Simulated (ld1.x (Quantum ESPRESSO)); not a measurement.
# u(r) = r·R(r): atom against pseudo-atom (Cd (Z = 48))

Columns: radius, all-electron u(r) and pseudo u(r) of the 4p shell (level -66.97 eV) of cadmium in the configuration [Ar] 3d10 4s2 4p6 4d10 5s2 5p0; PBE, scalar-relativistic, RRKJ scheme, ld1.x (Quantum ESPRESSO) 7.5.

| r (bohr) | all-electron | pseudo |
| --- | --- | --- |
| 0.068 | 0.4177 | 0.0113 |
| 0.135 | 0.0071 | 0.0453 |
| 0.202 | -0.4877 | 0.1041 |
| 0.270 | -0.6356 | 0.1909 |
| 0.338 | -0.4657 | 0.3049 |
| 0.405 | -0.1376 | 0.4406 |
| 0.473 | 0.2325 | 0.5941 |
| 0.540 | 0.5606 | 0.7497 |
| 0.608 | 0.8232 | 0.8979 |
| 0.675 | 1.0046 | 1.0209 |
| 0.742 | 1.1143 | 1.1099 |
| 0.810 | 1.1639 | 1.1589 |
| 0.878 | 1.1653 | 1.1658 |
| 0.945 | 1.1324 | 1.1365 |
| 1.013 | 1.0755 | 1.0793 |
| 1.080 | 1.0050 | 1.0067 |
| 1.148 | 0.9257 | 0.9259 |
| 1.215 | 0.8448 | 0.8448 |
| 1.283 | 0.7634 | 0.7634 |
| 1.350 | 0.6862 | 0.6862 |
| 1.418 | 0.6124 | 0.6124 |
| 1.485 | 0.5450 | 0.5450 |
| 1.553 | 0.4822 | 0.4822 |
| 1.620 | 0.4261 | 0.4261 |
| 1.688 | 0.3748 | 0.3748 |
| 1.755 | 0.3295 | 0.3295 |

How many radial nodes do the two functions have?

The all-electron 4p function has n − l − 1 = 2; the pseudo-wave has 0, since the states of the same l below it are removed with the core.

At about which radius was the pseudo-wave matched?

1.20 bohr, where the columns begin to agree (steps of 0.07 bohr).

Is the pseudo-wave norm-conserving?

Yes: the RRKJ scheme keeps the norm inside the radius equal to the all-electron one, which fixes the energy derivative of the logarithmic derivative at the level.
